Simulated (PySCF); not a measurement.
SMILES N#C[SiH2][SiH2]C#N, B3LYP/def2-SVP optimised geometry.

```
10

N      2.01    -2.91     0.00
C      1.72    -1.78     0.00
Si     1.18     0.00     0.00
Si    -1.18     0.00     0.00
C     -1.72     1.78     0.00
N     -2.01     2.91     0.00
H      1.73     0.64     1.22
H      1.72     0.64    -1.23
H     -1.72    -0.64    -1.23
H     -1.73    -0.64     1.22
```

Density from PySCF 2.14.0 with B3LYP/def2-TZVP at that geometry.

Minimum of the electron density along straight lines between bonded atoms, close to the bond critical point (lines longer than 1.1 times the sum of covalent radii, or with two minima, are not listed):

```json
[
 {"bond": "N1–C2", "length / Å": "1.161", "ρ at the minimum / e bohr⁻³": "0.492", "∇²ρ there / e bohr⁻⁵": "-0.26", "position (fraction from the first atom)": "0.66"},
 {"bond": "C2–Si3", "length / Å": "1.862", "ρ at the minimum / e bohr⁻³": "0.110", "∇²ρ there / e bohr⁻⁵": "0.28", "position (fraction from the first atom)": "0.61"},
 {"bond": "Si3–Si4", "length / Å": "2.362", "ρ at the minimum / e bohr⁻³": "0.094", "∇²ρ there / e bohr⁻⁵": "-0.17", "position (fraction from the first atom)": "0.50"},
 {"bond": "Si4–C5", "length / Å": "1.862", "ρ at the minimum / e bohr⁻³": "0.110", "∇²ρ there / e bohr⁻⁵": "0.28", "position (fraction from the first atom)": "0.39"},
 {"bond": "C5–N6", "length / Å": "1.161", "ρ at the minimum / e bohr⁻³": "0.492", "∇²ρ there / e bohr⁻⁵": "-0.26", "position (fraction from the first atom)": "0.34"},
 {"bond": "Si3–H7", "length / Å": "1.486", "ρ at the minimum / e bohr⁻³": "0.123", "∇²ρ there / e bohr⁻⁵": "0.13", "position (fraction from the first atom)": "0.49"},
 {"bond": "Si3–H8", "length / Å": "1.486", "ρ at the minimum / e bohr⁻³": "0.123", "∇²ρ there / e bohr⁻⁵": "0.13", "position (fraction from the first atom)": "0.49"},
 {"bond": "Si4–H9", "length / Å": "1.486", "ρ at the minimum / e bohr⁻³": "0.123", "∇²ρ there / e bohr⁻⁵": "0.13", "position (fraction from the first atom)": "0.49"},
 {"bond": "Si4–H10", "length / Å": "1.486", "ρ at the minimum / e bohr⁻³": "0.123", "∇²ρ there / e bohr⁻⁵": "0.13", "position (fraction from the first atom)": "0.49"}
]
```
